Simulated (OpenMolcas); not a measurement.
## Ag3+: moving the ligands

Ag3+ with 6 ligands (oxide) in octahedral coordination (Oh) at 2.13 Å. A charge of +1.5 e stands 2.6 Å behind each ligand. Ligand basis ANO-RCC-VDZP.
```
Ag    0.0000    0.0000    0.0000
O     2.1300    0.0000    0.0000
O     0.0000    2.1300    0.0000
O    -2.1300    0.0000    0.0000
O     0.0000   -2.1300    0.0000
O     0.0000    0.0000    2.1300
O     0.0000    0.0000   -2.1300
```

| Quantity | Value |
| --- | --- |
| Program | OpenMolcas 26.06 |
| Method | SS-CASPT2, IPEA 0.25 Eh, imaginary shift 0.1 Eh (closed shells correlated: 4s 4p and the ligand valence shells) |
| Basis | ANO-RCC-VTZP [7s6p4d2f1g] |
| Scalar Hamiltonian | DKH2, point nucleus |
| Active space | 8 electrons in 5 orbitals (4d) |
| State averaging | 2S+1 = 3 even, 10 roots; 2S+1 = 1 even, 15 roots |
| Spin-orbit coupling | state interaction with AMFI integrals over the reference wave functions |

Runs around this geometry, states (labels of O, the rotations of Oh). Energies in cm-1 above the lowest state or level, χT in cm3 K/mol.

```
R (Å)  Ground state  First state of that spin  First gap with spin-orbit (degeneracies)  χT at 300 K  First state of another spin
 2.06           3A2                 3T2 18050                               2740 (3, 2)        1.248                      1E 2770
 2.13           3A2                 3T2 16660                               2230 (3, 2)        1.263                      1E 2230
  2.2           3A2                 3T2 15320                               1430 (3, 2)        1.287                      1E 1430
```

Taking the first state of the same spin as R^-n, n = -ln(15320 / 18050) / ln(2.2 / 2.06) = 2.5 between the shortest and longest distance.

Roots that are degenerate in the reference are averaged as groups; the widest CASPT2 spread within a group is 3100 cm-1 (the 3-fold group of multiplicity 1 near 15000 cm-1 above the lowest state of its run, R = 2.13). Shifts and gaps below about the spread of the groups concerned are not significant. Over all roots computed the reference weight is 0.57 to 0.62 in R = 2.06, 0.56 to 0.62 in R = 2.13, 0.47 to 0.62 in R = 2.2; the roots of lowest weight are the least certain, and an intruder state may touch them. Real 4d8 and 5d8 ions are as a rule square planar and diamagnetic. The least metal-like active orbital is 73 % on the metal (Löwdin) and no ligand orbital is active, so the numbers are rough. The oxide ions are held by bare point charges, a crude embedding. Ligand-to-metal charge-transfer states are missing. With no ligand orbital active B as a rule stays too high, so bands that hang on it stand too high and its fall with covalency is understated. With one d shell and no ligand orbital active, 10Dq can be off by a tenth or more. These CASPT2 states fit no ligand-field parameters well, so their order and spin gaps are uncertain (holds for R = 2.2). No measured value stands beside these numbers; the geometry was imposed, not optimised, and the real ion may take another.
